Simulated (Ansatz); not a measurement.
**Molecular dynamics of NaNb16**

Input:

```yaml
accuracy: low
crystal:
  lattice:
    - [6.6, 0.0, 0.0]
    - [0.0, 6.6, 0.0]
    - [0.0, 0.0, 6.6]
  atoms:
    - { symbol: Nb, position: [-0.0011041, 8.148e-05, -0.00728347] }
    - { symbol: Nb, position: [0.49767944, 0.00015464, 0.00817479] }
    - { symbol: Nb, position: [0.01716594, 0.49992043, 0.01102989] }
    - { symbol: Nb, position: [0.01578846, 0.00015669, 0.49076749] }
    - { symbol: Nb, position: [0.24125667, 0.26412005, 0.23456475] }
    - { symbol: Nb, position: [0.51025718, 0.50005163, 0.00739534] }
    - { symbol: Nb, position: [0.42738141, 0.00029523, 0.42123067] }
    - { symbol: Nb, position: [0.75382427, 0.24977074, 0.25721413] }
    - { symbol: Nb, position: [0.01344544, 0.50005655, 0.50410204] }
    - { symbol: Nb, position: [0.24128158, 0.7362653, 0.2345791] }
    - { symbol: Nb, position: [0.26338149, 0.24978855, 0.74717194] }
    - { symbol: Nb, position: [0.50834553, 0.50013165, 0.5020172] }
    - { symbol: Nb, position: [0.75393819, 0.75031214, 0.25723566] }
    - { symbol: Nb, position: [0.78500909, 0.29490529, 0.77986882] }
    - { symbol: Nb, position: [0.26342032, 0.75029907, 0.74728886] }
    - { symbol: Nb, position: [0.78550419, 0.70441517, 0.78037168] }
    - { symbol: Na, position: [0.66056781, -0.0008313, 0.65137792] }
basis:
  ecutwfc: 420.0
kpoints:
  mp_grid: { grid: [2, 2, 2] }
hamiltonian:
  xc: pbe
scf:
  occupations: { method: fermi_dirac, width: 0.1 }
  lower_state_search: "off"
md:
  timestep: 3.0
  n_steps: 130
  ensemble: nvt_nose_hoover
  temperature: 900.0
  initial_velocities: maxwell_boltzmann
  seed: 760734
  nose_hoover: { tau: 3.0, chain_length: 1 }
```

Launched with:

```bash
$ ansatz run input.yaml --threads 2 --pin off --max-ram 5120MiB --backend cpu --events-out ev --progress --plain --runs-dir out
```

It starts from a relaxed structure.

Output, in part (step lines):

```
md step     0: t =     0.00 fs  T =   900.0 K  F+E_penalty+E_count = -74315.59757101 eV  E_kin = 1.861344 eV  conserved = -74313.73622702 eV  (8 SCF iters)
md step     1: t =     3.00 fs  T =   888.8 K  F+E_penalty+E_count = -74315.56698431 eV  E_kin = 1.838236 eV  conserved = -74313.73590470 eV  (7 SCF iters)
md step     2: t =     6.00 fs  T =   874.5 K  F+E_penalty+E_count = -74315.47801874 eV  E_kin = 1.808592 eV  conserved = -74313.73507937 eV  (7 SCF iters)
md step     3: t =     9.00 fs  T =   883.5 K  F+E_penalty+E_count = -74315.33885588 eV  E_kin = 1.827121 eV  conserved = -74313.73389497 eV  (7 SCF iters)
md step     4: t =    12.00 fs  T =   905.9 K  F+E_penalty+E_count = -74315.15858835 eV  E_kin = 1.873526 eV  conserved = -74313.73250760 eV  (6 SCF iters)
md step     5: t =    15.00 fs  T =   908.9 K  F+E_penalty+E_count = -74314.95060673 eV  E_kin = 1.879755 eV  conserved = -74313.73113493 eV  (4 SCF iters)
md step     6: t =    18.00 fs  T =   891.4 K  F+E_penalty+E_count = -74314.73265350 eV  E_kin = 1.843533 eV  conserved = -74313.73004621 eV  (4 SCF iters)
md step     7: t =    21.00 fs  T =   887.3 K  F+E_penalty+E_count = -74314.51801662 eV  E_kin = 1.835010 eV  conserved = -74313.72944037 eV  (3 SCF iters)
[... lines left out ...]
md step   129: t =   387.00 fs  T =   900.8 K  F+E_penalty+E_count = -74313.94113194 eV  E_kin = 1.863092 eV  conserved = -74313.73167189 eV  (3 SCF iters)
md step   130: t =   390.00 fs  T =   874.8 K  F+E_penalty+E_count = -74313.98133800 eV  E_kin = 1.809124 eV  conserved = -74313.73200320 eV  (7 SCF iters)
```

The steps, from the saved trajectory:

```tsv
time (fs)	T (K)	potential energy less start (eV)	conserved less start (meV/atom)
0.0	900	0.000	0.00
12.0	906	0.439	0.22
24.0	907	1.288	0.40
36.0	886	2.163	0.39
48.0	902	3.302	0.93
60.0	873	3.403	0.57
72.0	868	3.228	0.38
84.0	901	3.501	0.77
96.0	901	3.244	0.57
108.0	916	2.861	0.53
120.0	925	2.418	0.55
132.0	915	1.800	0.37
144.0	911	1.403	0.37
156.0	897	1.139	0.30
168.0	887	1.102	0.31
180.0	885	1.259	0.39
192.0	876	1.384	0.30
204.0	883	1.792	0.40
216.0	905	2.311	0.59
228.0	912	2.403	0.51
240.0	918	2.262	0.45
252.0	921	2.104	0.43
264.0	918	1.950	0.44
276.0	906	1.756	0.40
288.0	893	1.602	0.34
300.0	877	1.663	0.28
312.0	886	2.078	0.53
324.0	882	2.201	0.46
336.0	889	2.173	0.42
348.0	901	2.207	0.43
360.0	916	2.267	0.48
372.0	927	2.146	0.54
384.0	914	1.730	0.31
```

All steps were run. The conserved energy stayed within 1 meV per atom of its start (net change 0.25 meV per atom), so the integration is sound. A run of 0.39 ps of so small a system gives no equilibrium averages. Limits of this set-up: coarse k mesh, low accuracy level.

Mean squared displacements from the first frame to the last, about the centre of mass: Nb 0.12 Å², Na 1.72 Å².

Last frame:

```xyz
17
Lattice="6.6000 0.0000 0.0000 0.0000 6.6000 0.0000 0.0000 0.0000 6.6000" Properties=species:S:1:pos:R:3
Nb 0.043 -0.092 0.027
Nb 3.335 0.075 0.084
Nb 0.136 3.160 0.034
Nb 0.493 0.222 3.075
Nb 1.694 1.687 1.368
Nb 3.025 3.320 -0.064
Nb 3.209 0.283 3.246
Nb 4.870 1.656 1.662
Nb -0.059 3.220 3.084
Nb 1.698 4.888 1.627
Nb 1.769 1.741 4.706
Nb 3.238 3.393 3.246
Nb 4.885 4.983 1.657
Nb 4.943 1.793 4.899
Nb 1.646 4.926 4.986
Nb 4.957 4.574 5.874
Na 5.258 -0.913 4.008
```

Run time: 12 min on 2 threads of Arm Neoverse V2, on a shared host, peak memory 0.96 GiB.
